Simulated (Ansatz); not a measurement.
Input and output for C2H7FO2SeZr, SMILES `C[O][Zr]([OH])([F])[Se]C`.

```yaml
crystal:
  periodic: [false, false, false]
  atoms:
    - {symbol: C, position_ang: [1.225875, -2.083781, 0.018796]}
    - {symbol: O, position_ang: [0.134473, -1.228651, -0.089407]}
    - {symbol: Zr, position_ang: [-1.342601, -0.034118, -0.058551]}
    - {symbol: O, position_ang: [-2.848852, -0.739104, 0.881388]}
    - {symbol: F, position_ang: [-1.755103, 0.413710, -1.878591]}
    - {symbol: Se, position_ang: [-0.576965, 2.104769, 1.167780]}
    - {symbol: C, position_ang: [0.821112, 2.401430, -0.193066]}
    - {symbol: H, position_ang: [1.704761, -2.213002, -0.956710]}
    - {symbol: H, position_ang: [1.961329, -1.674217, 0.718385]}
    - {symbol: H, position_ang: [0.908891, -3.065815, 0.383622]}
    - {symbol: H, position_ang: [-3.467634, -1.304306, 1.335033]}
    - {symbol: H, position_ang: [1.773282, 2.034982, 0.183064]}
    - {symbol: H, position_ang: [0.875657, 3.473558, -0.370421]}
    - {symbol: H, position_ang: [0.585795, 1.914536, -1.141312]}
basis:
  gaussian: {orbitals: STO-3G}
hamiltonian: {xc: {name: wB97M-V}}
accuracy: high
```

```sh
$ ansatz run in.yaml --threads 2 --pin off --events-out ev --progress --plain --max-ram 20480MiB --backend cpu
```

Output, abridged:

```
Functional definition: wB97M-V
1556 factors; integrals over basis functions are off by at most 4.0e-8 eV
381 factors; integrals over basis functions are off by at most 1.0e-9 eV
mean field evaluation 1: about -168883.5698 eV, gradient 3.2e1 eV
mean field evaluation 2: about -168884.2260 eV, gradient 3.5e1 eV
mean field evaluation 4: about -168887.5106 eV, gradient 1.4e0 eV
mean field evaluation 8: about -168887.4373 eV, gradient 5.6e-2 eV
mean field evaluation 16: about -168887.4373 eV, gradient 1.9e-5 eV
mean field -168887.43726285 eV, -6206.4988433933 hartree, gradient 6.0e-8 eV, S^2 0.000000; 0 other end points of the search recorded, 0 dependent functions left out
reference -168887.43726703 eV, -6206.4988435468 hartree; 59, 59 occupied and 18, 18 virtual orbitals, 1556 factors
Total energy: -168887.43726703 eV, -6206.4988435468 hartree
```

Hardware: 2 threads of a server CPU on a shared host. Wall time 89 s, peak host memory 0.95 GiB.
